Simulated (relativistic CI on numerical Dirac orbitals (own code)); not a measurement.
Spin-allowed bands of a d7 ion in a tetrahedral site, by hand

Problem. A d7 ion in a tetrahedral site has a 4A2 ground term and spin-allowed bands at ν1 = 3800 and ν2 = 6525 cm⁻¹ (from a computed ligand-field model). Find Δ and the Racah parameter B, and predict the third band.

Working.
1. The F term splits into A2 (−1.2Δ), T2 (−0.2Δ) and T1 (+0.6Δ), so ν1 = E(T2) − E(A2) = Δ = 3800 cm⁻¹.
2. T1(F) mixes with T1(P), which lies at 15B, through an element 0.4Δ. The two roots, counted from A2, are ν2,3 = ½(15B + 3Δ) ∓ ½√[(15B − Δ)² + 12BΔ].
3. Solving the lower root for B gives B = (2ν1² + ν2² − 3ν1ν2)/(15ν2 − 27ν1) = -2929375/-4725 = 620 cm⁻¹.
4. The sum of the roots is 15B + 3Δ, so ν3 = 15B + 3ν1 − ν2 = 14175 cm⁻¹ (705 nm).

Check. The bands were computed by exact diagonalisation of the d7 shell with B = 620 and Δ = 3800 cm⁻¹, which gives ν3 = 14175 cm⁻¹. C does not enter the terms of highest spin.
